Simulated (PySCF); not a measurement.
## Ionisation energy of S⁶⁺ by level of theory

S⁶⁺ [Ne] (1S) → S⁷⁺ [He] 2s2 2p5 (2P), as a difference of total energies. Computed with PySCF 2.14 in an uncontracted even-tempered set (16 s from 0.56 bohr⁻², ratio 2.5; 10 p from 0.73 bohr⁻², ratio 2.5; 5 d from 6.3 bohr⁻², ratio 2.7; 5 f from 9.5 bohr⁻², ratio 2.7), with no relativity, point nucleus. Correlated levels: nothing frozen; virtual orbitals above 40 to 60 times the deepest correlated orbital energy dropped. The calculations carry no spin-orbit coupling.

| method | ionisation energy (eV) |
| --- | --- |
| UHF | 279.55 |
| MP2 (all electrons) | 281.11 |
| SCS-MP2 (all electrons) | 280.97 |
| CCSD (all electrons) | 281.02 |
| CCSD(T) (all electrons) | 281.02 |

Q: How much does correlation contribute at CCSD(T) (all electrons)?

A: 281.02 − (279.55) = 1.47 eV, measured against UHF.

A first-order spin-orbit estimate (lowest level to lowest level, LS coupling) adds -0.414 eV.

These non-relativistic numbers lack the scalar-relativistic shift.

For comparison: 280.95 eV (measured; NIST Atomic Spectra Database, ionization energies).
